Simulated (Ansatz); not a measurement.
Cost and result up the ladder for Hg₃S₂ (5 atoms). The state is a singlet with charge 0. Geometry: B3LYP-D4/def2-SVP.

```xyz
5

Hg   -0.348   -1.278   -1.680
Hg    1.174    0.490    0.181
Hg   -1.693    1.516    2.908
S    -1.292   -0.111    0.419
S     2.159   -0.616   -1.828
```

Ansatz on 4 threads of Arm Neoverse V2 on a shared host. Times are rough, and most runs start from the orbitals of an earlier one. No level here is sound enough to serve as a yardstick. Binding counts from free atoms at the same level (Hg singlet, S triplet; other spins of the atoms weren't run), without zero-point energy or a counterpoise term.

In the def2 sets Hg takes a core potential; there is no spin–orbit coupling. Correlated methods freeze 10 core orbitals; core or outer-core shells of Hg are correlated, in sets that lack core-valence functions. The rows differ in basis, and correlated rows in double-zeta sets carry the largest basis error. Another isomer (triplet) lies 1.40 eV lower at PBE0-D4/def2-TZVP; other spin states weren't run for this one.

Correlated methods converge slowly with the basis, most of all in double-zeta sets.

```
                         level  functions  wall time  binding energy per atom (eV)                                    remarks
         LDA (SPW92)/def2-TZVP        203      1.7 s                          1.15              restricted SCF unstable in HF
PBE-D4/def2-TZVP (with forces)        203      3.9 s                          0.82              restricted SCF unstable in HF
             PBE0-D4/def2-TZVP        203        6 s                          0.70              restricted SCF unstable in HF
           r2SCAN-D4/def2-TZVP        203        9 s                          0.76              restricted SCF unstable in HF
              B97M-V/def2-TZVP        203       13 s                          0.76              restricted SCF unstable in HF
              CCSD(T)/def2-SVP        132       74 s                          0.38  large T1 (0.026), restricted SCF unstable
```
